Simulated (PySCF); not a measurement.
Si(Cl)(OH)2(OMe) (CH5ClO3Si), SMILES CO[Si](O)(O)Cl. Atoms are numbered in the order given.

```xyz
11

C      2.3652    -0.4174     0.1348
O      1.1189    -0.9278    -0.2968
Si    -0.3512    -0.3127     0.0701
O     -0.6185    -0.4619     1.6824
O     -1.5259    -1.1079    -0.7554
Cl    -0.3668     1.7002    -0.4637
H      2.4823    -0.5224     1.2271
H      3.1644    -0.9885    -0.3606
H      2.4762     0.6486    -0.1299
H     -1.4508    -0.1254     2.0339
H     -1.5085    -1.0523    -1.7180
```

The structure is a stationary point at B3LYP-D3(BJ)/def2-SVP. Other conformers were not sampled.

Two levels are set side by side: PBE/pcSseg-1 (PySCF) and PBE0/pcSseg-1 (PySCF). GIAO shifts against H2O (¹⁷O), HCl (³⁵Cl), TMS (²⁹Si), TMS (¹H), TMS (¹³C) at the same level; non-relativistic, no solvent, atoms listed together averaged. Without spin–orbit terms, shifts of atoms bonded to Cl or Br come out too high at both levels. Differences are taken from unrounded values.

| quantity | PBE |
|---|---|
| δ(¹³C) of C1 (ppm) | 57.3 |
| δ(¹⁷O) of O2 (ppm) | 58.4 |
| δ(²⁹Si) of Si3 (ppm) | -55.8 |
| δ(³⁵Cl) of Cl6 (ppm) | 50.2 |
| δ(¹H) of H7, H8, H9 (ppm) | 4.09 |
| δ(¹H) of H10, H11 (ppm) | 2.38 |

Task: These are the PBE values. What does PBE0 give? (An estimate is asked for; the answer gives what the named calculation found.)

Result: 
```json
[
 {"quantity": "δ(¹³C) of C1 (ppm)", "PBE0": "55.5", "PBE minus PBE0": "1.8"},
 {"quantity": "δ(¹⁷O) of O2 (ppm)", "PBE0": "44.5", "PBE minus PBE0": "13.9"},
 {"quantity": "δ(²⁹Si) of Si3 (ppm)", "PBE0": "-54.2", "PBE minus PBE0": "-1.6"},
 {"quantity": "δ(³⁵Cl) of Cl6 (ppm)", "PBE0": "36.1", "PBE minus PBE0": "14.2"},
 {"quantity": "δ(¹H) of H7, H8, H9 (ppm)", "PBE0": "4.01", "PBE minus PBE0": "0.08"},
 {"quantity": "δ(¹H) of H10, H11 (ppm)", "PBE0": "2.50", "PBE minus PBE0": "-0.13"}
]
```

Rough cost on one machine, each run with all the roots and properties that it gave: PBE0 against PBE within a factor of 2.
